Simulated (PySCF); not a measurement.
Molecule: `c1c(NN)cccc1`, C6H8N2.

Geometry:
| atom | x (Å) | y (Å) | z (Å) |
| --- | --- | --- | --- |
| N1 | -2.758 | -0.670 | -0.229 |
| N2 | -1.898 | 0.391 | -0.067 |
| C3 | -0.529 | 0.262 | 0.000 |
| C4 | 0.089 | -0.990 | 0.156 |
| C5 | 1.476 | -1.085 | 0.244 |
| C6 | 2.279 | 0.051 | 0.180 |
| C7 | 1.668 | 1.298 | 0.024 |
| C8 | 0.287 | 1.408 | -0.066 |
| H9 | -2.816 | -1.220 | 0.626 |
| H10 | -2.452 | -1.290 | -0.983 |
| H11 | -2.269 | 1.283 | -0.366 |
| H12 | -0.523 | -1.892 | 0.213 |
| H13 | 1.933 | -2.070 | 0.367 |
| H14 | 3.365 | -0.031 | 0.248 |
| H15 | 2.279 | 2.203 | -0.031 |
| H16 | -0.179 | 2.390 | -0.188 |

Geometry PBE0-D3(BJ)/def2-SVP throughout; GIAO in PySCF 2.14, gas phase, one conformer, non-relativistic; equivalent atoms averaged; functional PBE0.

Question: How do the absolute shieldings σ depend on the basis set? (a selection of nuclei; ppm; last column core-seconds on 1 thread of an Arm Neoverse V1, shared host)

Answer: 
```csv
basis set,functions,N2,N1,C3,C6,C4/C8,H13/H15,H12/H16,H11,H9/H10,core-s
pcSseg-0,88,167.1,206.1,36.2,67.1,76.8,25.72,26.71,29.46,30.99,7.8
cc-pVDZ,152,173.0,214.3,48.6,80.6,89.9,24.22,25.13,27.27,29.21,17
def2-SVP,152,174.5,214.3,47.5,79.4,88.3,24.32,25.22,27.38,29.27,16
aug-cc-pVDZ,256,173.9,209.1,46.3,79.5,88.7,23.95,24.71,26.58,28.72,39
def2-TZVP,296,162.5,199.5,30.8,65.7,75.3,24.06,24.87,26.97,29.01,48
```

Question: Which nucleus among those listed moves most, in ppm?

Answer: C3 (aromatic carbon bearing nitrogen): from 30.8 ppm with def2-TZVP to 48.6 ppm with cc-pVDZ. The smallest spread is 1.77 ppm, at H13/H15. Proton shifts span only some 12 ppm, so a few tenths of a ppm matter as much there as several ppm in carbon.

Question: Taking the largest basis, def2-TZVP (296 functions), as the yardstick, rank the others by their worst heavy-atom deviation.

Answer: pcSseg-0 6.6 ppm (88 functions), aug-cc-pVDZ 15.6 ppm (256 functions), def2-SVP 16.7 ppm (152 functions), cc-pVDZ 17.8 ppm (152 functions).

A small basis that lands close on one nucleus may do so by chance; judge by the trend and by all nuclei.
